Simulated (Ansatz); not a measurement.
FGeH₆NSi₂, SMILES `[F][Ge][N]([SiH3])[SiH3]`, relaxed with RKS PBE0-D4/def2-TZVP in Ansatz 0.2.0 from a PBE-D4/def2-SVP geometry. The force threshold is 0.005 eV/Å; the program also tests the step.

Charge 0, multiplicity 1.

Start:

```xyz
11

F     1.524   -1.867    1.629
Ge    1.615   -1.646   -0.155
N     0.320   -0.299   -0.159
Si   -0.165    0.461   -1.684
Si   -0.427    0.205    1.388
H     0.644   -0.192   -2.775
H    -1.628    0.254   -1.965
H     0.116    1.939   -1.678
H    -1.185   -0.918    2.031
H    -1.403    1.296    1.028
H     0.587    0.767    2.340
```

**Question.** How much energy does the relaxation release, and in how many steps? (An estimate is asked.)

**Answer.** Ansatz gave: 0.07 eV, in 5 steps.

**Question.** Which bonds change most? (Best estimate.)

**Answer.** Computed: N3–Si5 from 1.791 to 1.755 Å; N3–Si4 from 1.772 to 1.740 Å; F1–Ge2 from 1.800 to 1.772 Å; Ge2–N3 from 1.868 to 1.842 Å.

**Question.** Give the relaxed structure. (Best estimate.)

**Answer.** Computed: 
```xyz
11

F     1.545   -1.882    1.589
Ge    1.592   -1.625   -0.164
N     0.314   -0.299   -0.147
Si   -0.160    0.451   -1.644
Si   -0.432    0.215    1.356
H     0.637   -0.191   -2.726
H    -1.606    0.248   -1.917
H     0.120    1.910   -1.631
H    -1.177   -0.892    2.001
H    -1.399    1.289    0.989
H     0.566    0.777    2.295
```
